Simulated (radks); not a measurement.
Problem. These are the eigenvalues of the occupied orbitals of an atom or ion with whole-number occupations (eV). Calculated with a radial shooting solver on a logarithmic mesh with Libxc functionals: scalar-relativistic Kohn-Sham, PBE, spin-polarised, spherical densities, point nucleus.

1s up: -80788.57
1s down: -80788.55
2s up: -14253.90
2s down: -14253.90
2p up: -12320.41
2p down: -12320.40
3s up: -3364.249
3s down: -3364.242
3p up: -2803.555
3p down: -2803.548
3d up: -2205.271
3d down: -2205.267
4s up: -730.1898
4s down: -730.1811
4p up: -546.3808
4p down: -546.3696
4d up: -325.8723
4d down: -325.8586
5s up: -108.3390
5s down: -108.3370
4f up: -81.0969
4f down: -81.0824
5p up: -59.7623
5p down: -59.7400
5d up: -6.9889
5d down: -6.7014
6s up: -6.0818

Which element is it, and in what charge state? The configuration may be excited. Open shells, if any, are filled with parallel spins first.

Solution. Z = 79, gold, charge 0: Au in [Xe] 4f14 5d10 6s1. The list shows which subshells hold electrons but not how many an open one holds; the 1s level, -2968.9 hartree, gives Z - s = 77.1 by -(Z - s)^2/2, which with screening and relativity narrows Z to a few neighbours, and the depths of the outer levels then fix element, charge and occupations together.
